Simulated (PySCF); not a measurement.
**Two-component Hartree-Fock for C³⁺ (carbon, charge +3)**

Start: [He] 2p1; 2p3/2 filled at m_j = +3/2. Calculated with PySCF 2.14 in x2c-TZVPall-2c with one added diffuse shell each of s, p, d type (6s4p3d1f, 40 functions): generalised Hartree-Fock with the X2C-1e Hamiltonian and a Gaussian nucleus; one run each with spin-orbit coupling (SO) switched off, then screened by Boettger's factors. This is a chosen level, not necessarily the ground level.

```
spinor shell  electrons  ε, spin-free (eV)  ε, screened SO (eV)  weight of nominal j (screened SO)  rms radius, screened SO (bohr)
       1s1/2          2            -364.86              -364.86                              1.000                           0.311
       2p3/2          1            -56.308              -56.303                              1.000                            1.32
```

```
   quantity  spin-free  screened SO
E (hartree)  -34.44290    -34.44272
        M_J        3/2          3/2
       ⟨J²⟩      3.750        3.750
       ⟨L²⟩      2.000        2.000
       ⟨S²⟩      0.750        0.750
```

Each row is a mean over spinors that exchange with the open shell spreads, by up to 1.060 eV (1s1/2).

Without spin-orbit coupling the j labels of p, d and f shells carry no meaning; the spin-free column gives the mean over the occupied spinors of each nl shell.
